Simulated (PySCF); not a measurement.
trichloro(chlorosilyl)silane (Cl4H2Si2), SMILES Cl[SiH2][Si](Cl)(Cl)Cl.

Geometry: PBE-D3(BJ)/def2-SVP. The values are those of a single conformer.

Level of theory: PBE-D3(BJ)/def2-SVP in PySCF 2.14.0.

Frequencies are harmonic and unscaled.

```json
[
 {"mode": "1", "ν (cm⁻¹)": "35", "IR (km/mol)": "0.7", "moving atoms (share of kinetic energy)": "Cl 76 %, Si 17 %"},
 {"mode": "2", "ν (cm⁻¹)": "53", "IR (km/mol)": "1.0", "moving atoms (share of kinetic energy)": "Cl 94 %"},
 {"mode": "3", "ν (cm⁻¹)": "94", "IR (km/mol)": "0.1", "moving atoms (share of kinetic energy)": "Cl 51 %, Si 34 %, H 16 %"},
 {"mode": "4", "ν (cm⁻¹)": "128", "IR (km/mol)": "0.3", "moving atoms (share of kinetic energy)": "Cl 87 %, Si 13 %"},
 {"mode": "5", "ν (cm⁻¹)": "166", "IR (km/mol)": "2.7", "moving atoms (share of kinetic energy)": "Cl 84 %, Si 13 %"},
 {"mode": "6", "ν (cm⁻¹)": "175", "IR (km/mol)": "5.8", "moving atoms (share of kinetic energy)": "Cl 76 %, Si 23 %"},
 {"mode": "7", "ν (cm⁻¹)": "209", "IR (km/mol)": "18.1", "moving atoms (share of kinetic energy)": "Cl 53 %, Si 46 %"},
 {"mode": "8", "ν (cm⁻¹)": "356", "IR (km/mol)": "7.5", "moving atoms (share of kinetic energy)": "Cl 63 %, Si 34 %"},
 {"mode": "9", "ν (cm⁻¹)": "468", "IR (km/mol)": "24.4", "moving atoms (share of kinetic energy)": "H 74 %, Si 18 %, Cl 8 %"},
 {"mode": "10", "ν (cm⁻¹)": "520", "IR (km/mol)": "119.1", "moving atoms (share of kinetic energy)": "Si 59 %, Cl 39 %"},
 {"mode": "11", "ν (cm⁻¹)": "561", "IR (km/mol)": "30.0", "moving atoms (share of kinetic energy)": "Si 63 %, Cl 30 %"},
 {"mode": "12", "ν (cm⁻¹)": "590", "IR (km/mol)": "96.9", "moving atoms (share of kinetic energy)": "Si 62 %, Cl 30 %, H 8 %"},
 {"mode": "13", "ν (cm⁻¹)": "590", "IR (km/mol)": "139.8", "moving atoms (share of kinetic energy)": "Si 67 %, Cl 32 %"},
 {"mode": "14", "ν (cm⁻¹)": "666", "IR (km/mol)": "19.6", "moving atoms (share of kinetic energy)": "H 92 %"},
 {"mode": "15", "ν (cm⁻¹)": "792", "IR (km/mol)": "175.5", "moving atoms (share of kinetic energy)": "H 85 %, Si 15 %"},
 {"mode": "16", "ν (cm⁻¹)": "892", "IR (km/mol)": "81.0", "moving atoms (share of kinetic energy)": "H 96 %"},
 {"mode": "17", "ν (cm⁻¹)": "2171", "IR (km/mol)": "56.4", "moving atoms (share of kinetic energy)": "H 98 %"},
 {"mode": "18", "ν (cm⁻¹)": "2188", "IR (km/mol)": "64.8", "moving atoms (share of kinetic energy)": "H 95 %"}
]
```
